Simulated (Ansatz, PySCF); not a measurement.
C3H4O2Si, SMILES C=C1OC(=O)[SiH2]1.

Coordinates come from a PBE0-D3(BJ)/def2-SVP optimisation. The structure was generated by enumeration, and PubChem lists no compound with its InChIKey, so it may never have been made.

Vertical ionisation energy (IE) and electron affinity (EA) in eV. Rows of orbital energies are one-electron estimates. Where ΔSCF, EOM or ADC give a negative EA the extra electron is unbound and the value depends on the basis.

```json
[
 {"level": "−ε(HOMO), −ε(LUMO), ωB97X/def2-TZVP (PySCF)", "IE": "9.89", "EA": "-1.08"},
 {"level": "−ε(HOMO), −ε(LUMO), PBE/def2-TZVP (PySCF)", "IE": "6.44", "EA": "2.19"},
 {"level": "ΔSCF, CAM-B3LYP/def2-SVPD (Ansatz), final states of multiplicity 2 and 2", "IE": "9.76", "EA": "-0.66"},
 {"level": "ΔSCF, PBE/def2-SVPD (Ansatz), final states of multiplicity 2 and 2", "IE": "…", "EA": "…"}
]
```

**Question.** Fill in the missing entries. (Estimate from the structure and the level; the computed values follow.)

**Answer.** 
- ΔSCF, PBE/def2-SVPD (Ansatz, a first-principles code), final states of multiplicity 2 and 2, IE: 9.46
- ΔSCF, PBE/def2-SVPD (Ansatz), final states of multiplicity 2 and 2, EA: -0.43

**Question.** What vertical singlet–triplet gap does ΔSCF give with CAM-B3LYP/def2-SVPD (Ansatz) and with PBE/def2-SVPD (Ansatz)? (The exact figures need the calculation; the answer reports its results.)

**Answer.** 4.22 and 3.98 eV (triplet above singlet where positive).
